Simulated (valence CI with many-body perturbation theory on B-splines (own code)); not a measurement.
Nd53+: one-electron terms

Computed by relativistic CI+MBPT: five valence electrons over a frozen Dirac-Fock core [He], a basis of 9 s, 9 p, 8 d, 6 f, 3 g, 1 h functions for each j, with the one-electron correlation potential Σ1 (screened to all orders), the two-electron term Σ2, the three-electron term Σ3, Breit, model QED; selected single and double excitations, second order for the rest (own B-spline code, finite nucleus).

The last digits are not significant, and no measured levels were compared; by estimate large intervals hold to a few tenths of a per cent, small ones and those within an open d or f shell to about a per cent. Among the levels kept, up to 1200 cm⁻¹ of a level comes from second order outside the variational space, and about a tenth of that is noise between levels of different J, which matters for small intervals.

These are the spectroscopic orbitals of the CI (the correlating ones are not listed), shaped by the core and the other valence electrons. h is the expectation value of the core's Dirac-Fock operator, without the valence repulsion; Σ1 is computed up to l = 3 at one energy for each symmetry, that of its lowest orbital but kept below the first core excitation, so for empty shells it is not the orbital's own correlation shift; Breit and QED include the response of the core.

| Orbital | h (hartree) | Σ1 (cm⁻¹) | Breit (cm⁻¹) | QED (cm⁻¹) | ⟨r⟩ (bohr) |
| --- | --- | --- | --- | --- | --- |
| 2s1/2 | -453.96 | -1381 | 61400 | 69896 | 0.09696 |
| 3s1/2 | -197.93 | -335 | 16810 | 19869 | 0.2267 |
| 4s1/2 | -109.91 | -130 | 6662 | 8090 | 0.4128 |
| 5s1/2 | -69.744 | -64.3 | 3326 | 4063 | 0.6539 |
| 2p1/2 | -448.73 | -3635 | 122667 | 402 | 0.08086 |
| 3p1/2 | -196.42 | -809 | 32515 | -84.0 | 0.2122 |
| 4p1/2 | -109.28 | -310 | 12913 | -48.0 | 0.3997 |
| 5p1/2 | -69.425 | -152 | 6435 | -26.6 | 0.6423 |
| 2p3/2 | -426.7 | -2612 | 44959 | 7748 | 0.08668 |
| 3p3/2 | -189.89 | -585 | 12179 | 2012 | 0.2205 |
| 4p3/2 | -106.54 | -225 | 5585 | 809 | 0.4106 |
| 5p3/2 | -68.031 | -110 | 2805 | 406 | 0.6558 |
| 3d3/2 | -189.23 | -264 | 1133 | -203 | 0.1872 |
| 4d3/2 | -106.26 | -113 | 619 | -57.3 | 0.3787 |
| 5d3/2 | -67.888 | -58.4 | 314 | -23.7 | 0.6252 |
| 3d5/2 | -187.32 | -236 | 371 | 639 | 0.1900 |
| 4d5/2 | -105.46 | -100 | 202 | 294 | 0.3820 |
| 5d5/2 | -67.474 | -51.7 | 97.2 | 156 | 0.6293 |
| 4f5/2 | -105.33 | -21.0 | 6.2 | -90.9 | 0.3295 |
| 5f5/2 | -67.416 | -11.9 | 5.1 | -44.7 | 0.5775 |
| 4f7/2 | -104.94 | -20.1 | 1.8 | 80.2 | 0.3313 |
| 5f7/2 | -67.216 | -11.3 | 1.5 | 43.2 | 0.5796 |
| 5g7/2 | -67.197 |  | 0.0 | -28.8 | 0.5064 |
| 5g9/2 | -67.079 |  | 0.0 | 23.1 | 0.5077 |

Among the shells of the start configuration 2s2 2p3, Σ1 is largest in size for 2p1/2, where it is 0.0037 % of h.

Lowest root of each symmetry, sizes in configuration state functions:

```json
{"J": "1/2", "Parity": "even", "Roots": "13", "Reference": "59", "Variational": "39986", "Second order": "159382", "Change by selected CI (cm⁻¹)": "-39818", "Change by second order (cm⁻¹)": "-58"}
{"J": "3/2", "Parity": "even", "Roots": "16", "Reference": "86", "Variational": "39997", "Second order": "282599", "Change by selected CI (cm⁻¹)": "-40882", "Change by second order (cm⁻¹)": "-377"}
{"J": "5/2", "Parity": "even", "Roots": "13", "Reference": "79", "Variational": "40000", "Second order": "312077", "Change by selected CI (cm⁻¹)": "-33548", "Change by second order (cm⁻¹)": "-458"}
{"J": "7/2", "Parity": "even", "Roots": "5", "Reference": "46", "Variational": "39999", "Second order": "261215", "Change by selected CI (cm⁻¹)": "-37582", "Change by second order (cm⁻¹)": "-403"}
{"J": "9/2", "Parity": "even", "Roots": "2", "Reference": "22", "Variational": "37931", "Second order": "144391", "Change by selected CI (cm⁻¹)": "-37312", "Change by second order (cm⁻¹)": "-17"}
{"J": "1/2", "Parity": "odd", "Roots": "11", "Reference": "58", "Variational": "39997", "Second order": "122479", "Change by selected CI (cm⁻¹)": "-33292", "Change by second order (cm⁻¹)": "-43"}
{"J": "3/2", "Parity": "odd", "Roots": "17", "Reference": "87", "Variational": "39990", "Second order": "262081", "Change by selected CI (cm⁻¹)": "-32422", "Change by second order (cm⁻¹)": "-214"}
{"J": "5/2", "Parity": "odd", "Roots": "11", "Reference": "72", "Variational": "39991", "Second order": "334237", "Change by selected CI (cm⁻¹)": "-31913", "Change by second order (cm⁻¹)": "-499"}
{"J": "7/2", "Parity": "odd", "Roots": "5", "Reference": "44", "Variational": "39989", "Second order": "235736", "Change by selected CI (cm⁻¹)": "-35982", "Change by second order (cm⁻¹)": "-442"}
{"J": "9/2", "Parity": "odd", "Roots": "2", "Reference": "17", "Variational": "37155", "Second order": "87509", "Change by selected CI (cm⁻¹)": "-29709", "Change by second order (cm⁻¹)": "-63"}
```
